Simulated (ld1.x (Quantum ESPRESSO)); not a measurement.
What one change does to a pseudopotential (Ru (Z = 44), ultrasoft)

- Element: ruthenium
- Generator: ld1.x (Quantum ESPRESSO) 7.5
- Type: ultrasoft
- Functional: LDA (PZ)
- Relativity: fully relativistic
- Frozen core: [Kr]
- Valence charge: 8
- Reference configuration: 4d7 5s0 5p0 (charge +1)
- Partial waves: 5s (bound, empty): rcut 2.45, rcutus 2.75 bohr; 5s channel at 4.05 Ry: rcut 2.45, rcutus 2.75 bohr; 5p (bound, empty): rcut 3.20, rcutus 4.10 bohr; 5p channel at 1.55 Ry: rcut 3.20, rcutus 4.10 bohr; 4d (bound): rcut 1.70, rcutus 2.30 bohr; 4d channel at 0.15 Ry: rcut 1.70, rcutus 2.30 bohr
- Local potential: all-electron potential smoothed inside 2.80 bohr (lloc = -1)
- Core correction: none
- Augmentation charge: built from norm-conserving waves at rcut, not smoothed further

Open shells are filled in proportion to 2j + 1 (rel_dist='average').

All-electron outer shells of the reference configuration (LDA (PZ), scalar-relativistic, ld1.x):

```json
{"shell": "4p", "level (eV)": "-54.03", "outermost node (bohr)": "0.49", "outermost maximum (bohr)": "0.98"}
{"shell": "4d", "level (eV)": "-12.80", "outermost node (bohr)": "0.48", "outermost maximum (bohr)": "1.21"}
{"shell": "5s", "level (eV)": "-10.83", "outermost node (bohr)": "1.23", "outermost maximum (bohr)": "2.59"}
{"shell": "5p", "level (eV)": "-6.27", "outermost node (bohr)": "1.40", "outermost maximum (bohr)": "3.25"}
```

Change: waves 4d (bound): rcut 1.70, rcutus 2.16 bohr; 4d channel at 0.15 Ry: rcut 1.70, rcutus 2.16 bohr.

Cutoffs: the cutoffs (Ry, on a coarse ladder) from which the occupation-weighted sum of valence levels, in a spherical-Bessel basis at the reference potential, stays within 10 and 1 mRy of its value at 400 Ry; they do not see the model core or the augmentation charge, which bear on the density cutoff. Errors are all-electron minus pseudo energies relative to the spin-unpolarised reference configuration.

Question: Predict the effect on cutoff, ghosts and configuration errors.

Answer: The potential gets harder (18 Ry and 35 Ry → 21 Ry and 40 Ry); both files keep a bound ghost (p, s); the errors of the 7 common tests hardly move. A smaller radius makes the pseudo-wave follow the all-electron one further in, where it bends more sharply, so more plane waves are needed.

| quantity | base | changed |
| --- | --- | --- |
| cutoff, loose | 18 Ry | 21 Ry |
| cutoff, tight | 35 Ry | 40 Ry |
| bound ghosts | s, p1/2, p3/2 | s, p1/2, p3/2 |
| error for 4d7 5s1 5p0, meV [ΔE -7.61 eV] | +3.3 | +3.5 |
| error for 4d6 5s0 5p0, meV [ΔE 18.44 eV] | -20 | -19 |
| error for 4d5 5s0 5p0, meV [ΔE 49.28 eV] | -136 | -131 |
| error for 4d7 5s0 5p1, meV [ΔE -4.03 eV] | -14 | -14 |
| error for 4d6 5s2 5p0, meV [ΔE -6.00 eV] | -92 | -90 |
| error for 4d6 5s1 5p1, meV [ΔE -1.96 eV] | -97 | -95 |
| error for 4d4 5s0 5p0, meV [ΔE 93.99 eV] | -423 | -408 |
| s: phases at 4.47 bohr within 0.05 rad from the reference energy up to (Ry; the scan ends near 5) | 0.1 | 0.1 |
| p1/2: phases at 4.47 bohr within 0.05 rad from the reference energy up to (Ry; the scan ends near 5) | 0.3 | 0.3 |
| p3/2: phases at 4.47 bohr within 0.05 rad from the reference energy up to (Ry; the scan ends near 5) | 0.3 | 0.3 |
| d3/2: phases at 4.47 bohr within 0.05 rad from the reference energy up to (Ry; the scan ends near 5) | 2.0 | 2.0 |
| d5/2: phases at 4.47 bohr within 0.05 rad from the reference energy up to (Ry; the scan ends near 5) | 2.1 | 2.1 |
| lowest overlap eigenvalue by channel | s 0.47, p1/2 0.34, p3/2 0.32, d3/2 0.29, d5/2 0.32 | s 0.47, p1/2 0.34, p3/2 0.32, d3/2 0.66, d5/2 0.73 |

 A true bound ghost makes a file unfit for plane-wave use even where its test errors are small: the radial tests pick states by their node count and pass the ghost by.
